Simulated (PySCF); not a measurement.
B(CCH)(Me)(OMe) (C4H7BO), SMILES C(#C)B(C)OC.

Geometry: PBE0-D3(BJ)/def2-SVP. This is a generated structure with no PubChem entry under its InChIKey; it may be hypothetical. One conformer was computed; it need not be the lowest.

Calculation: PBE/def2-TZVP run with PySCF.

Symmetry labels are those of the subgroup Cs that the program uses (full group Cs).

Computed valence orbital energies around the gap with their symmetry:
```tsv
orbital	symmetry	energy (eV)
HOMO−7	A'	-10.85
HOMO−6	A"	-9.71
HOMO−5	A'	-9.28
HOMO−4	A'	-8.98
HOMO−3	A"	-7.80
HOMO−2	A'	-7.21
HOMO−1	A"	-6.75
HOMO	A'	-6.60
LUMO	A"	-1.67
LUMO+1	A'	-0.09
LUMO+2	A'	0.24
LUMO+3	A'	1.20
```
